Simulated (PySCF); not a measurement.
## SMILES CC(=O)OCCC(F)(F)F, C$_{5}$H$_{7}$F$_{3}$O$_{2}$

Geometry (Å), atoms numbered from 1 in this order:
```xyz
17

C     3.099   -0.228   -0.021
C     1.710   -0.026   -0.555
O     1.319   -0.359   -1.640
O     0.927    0.578    0.359
C    -0.418    0.834   -0.017
C    -1.258   -0.447    0.008
C    -2.719   -0.133   -0.232
F    -2.932    0.474   -1.408
F    -3.226    0.681    0.709
F    -3.477   -1.238   -0.226
H     3.327    0.523    0.729
H     3.813   -0.191   -0.839
H     3.153   -1.213    0.439
H    -0.439    1.269   -1.023
H    -0.791    1.555    0.713
H    -1.171   -0.937    0.980
H    -0.923   -1.130   -0.776
```

Theory: GIAO HF/pcSseg-1 magnetisability, rotational g tensor and spin-rotation constants, non-relativistic, gas phase (PySCF). Geometry: GFN2-xTB.

Question: How diamagnetic is it, and how anisotropic?

Answer: Isotropic -1344 × 10⁻³⁰ J/T², or -80.9 × 10⁻⁶ cm³/mol; principal values -1422, -1380, -1230 × 10⁻³⁰ J/T², anisotropy 175 × 10⁻³⁰ J/T² (root of half the summed squared differences of the principal values). The susceptibility is in cgs units.

Question: Split it along the inertial axes a, b, c into diamagnetic and paramagnetic parts about the centre of mass, with the quadrupole moment.

Answer: 
| axis | χ (10⁻⁶ cm³/mol) | diamagnetic (10⁻⁶ cm³/mol) | paramagnetic (10⁻⁶ cm³/mol) | summed x² of all electrons (Å²) | quadrupole Θ (D Å) |
| --- | --- | --- | --- | --- | --- |
| a | -84.1 | -454.4 | 370.3 | 438.6 | +3.04 |
| b | -74.6 | -2048.9 | 1974.3 | 62.7 | -6.62 |
| c | -84.0 | -2126.7 | 2042.6 | 44.4 | +3.59 |

Anisotropies 2χaa − χbb − χcc = -9.5 and 2χbb − χaa − χcc = +18.8 × 10⁻⁶ cm³/mol. Θ is traceless in Buckingham's convention.

Question: And the rotational g tensor?

Answer: 
```
axis  rotational constant (GHz)        g  nuclear part  electronic part
   a                     3.2447  -0.0311        0.5334          -0.5645
   b                     0.5774  -0.0066        0.5290          -0.5356
   c                     0.5546  -0.0054        0.5268          -0.5322
```
Asymmetric top; isotopes 12C, 19F, 1H, 16O; no vibrational averaging.
